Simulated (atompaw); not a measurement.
# Plane-wave convergence, PAW (atompaw) potential for technetium

atompaw 4.2.0.5 input, output lines left out:

```
Tc 43
GGA-PBE scalarrelativistic loggrid 1500 logderivrange -7 5 301
5 5 4 0 0 0
5 1 0
4 2 5
0 0 0
c
c
c
v
v
c
c
v
v
c
v
2
2.25 2.00 2.15 1.75
n
n
y
4.1
n
custom polynom gramschmidtortho sinc
3 0 ultrasoft
1.15
2.25
1.60
2.25
2.25
1.40
```

The pseudo-atom Hamiltonian at the reference potential is diagonalised in spherical Bessel functions j_l(qr) that vanish at 20 bohr, with q² up to the cutoff. All-electron valence levels (Ry): 4s -5.3933, 5s -0.3707, 4p -3.3326, 5p -0.1028, 4d -0.4897.

Task: How do the lowest levels (Ry) of each channel move with the cutoff, and are there ghosts?

Result:

```tsv
cutoff (Ry)	s #1	s #2	s #3	p #1	p #2	p #3	d #1	f #1	f #2	Σ f·Δε (mRy)
8	-4.7561	-0.3663	0.0039	-0.6793	-0.0480	0.0602	-0.3110	0.1080	0.2269	18096.8
12	-4.8272	-0.3705	0.0032	-2.6958	-0.1016	0.0474	-0.4561	0.1080	0.2269	5121.8
18	-5.0886	-0.3706	0.0030	-3.2733	-0.1027	0.0471	-0.4882	0.1080	0.2269	972.7
21	-5.1835	-0.3706	0.0028	-3.3131	-0.1027	0.0471	-0.4886	0.1080	0.2269	542.0
30	-5.3313	-0.3707	0.0015	-3.3314	-0.1028	0.0471	-0.4892	0.1080	0.2269	133.8
40	-5.3859	-0.3707	-0.0019	-3.3318	-0.1028	0.0471	-0.4896	0.1080	0.2269	20.2
50	-5.3916	-0.3707	-0.0028	-3.3325	-0.1028	0.0471	-0.4896	0.1080	0.2269	4.5
60	-5.3917	-0.3707	-0.0028	-3.3326	-0.1028	0.0471	-0.4896	0.1080	0.2269	3.6
70	-5.3922	-0.3707	-0.0029	-3.3326	-0.1028	0.0471	-0.4896	0.1080	0.2269	2.5
90	-5.3931	-0.3707	-0.0029	-3.3326	-0.1028	0.0471	-0.4897	0.1080	0.2269	0.4
110	-5.3932	-0.3707	-0.0030	-3.3326	-0.1028	0.0471	-0.4897	0.1080	0.2269	0.2
400	-5.3933	-0.3707	-0.0030	-3.3326	-0.1028	0.0471	-0.4897	0.1080	0.2269	0.0
```

Result: no extra level below or beside the all-electron valence levels (s, p, d, f tested); 10 mRy is reached at 45 Ry and 1 mRy at 90 Ry.
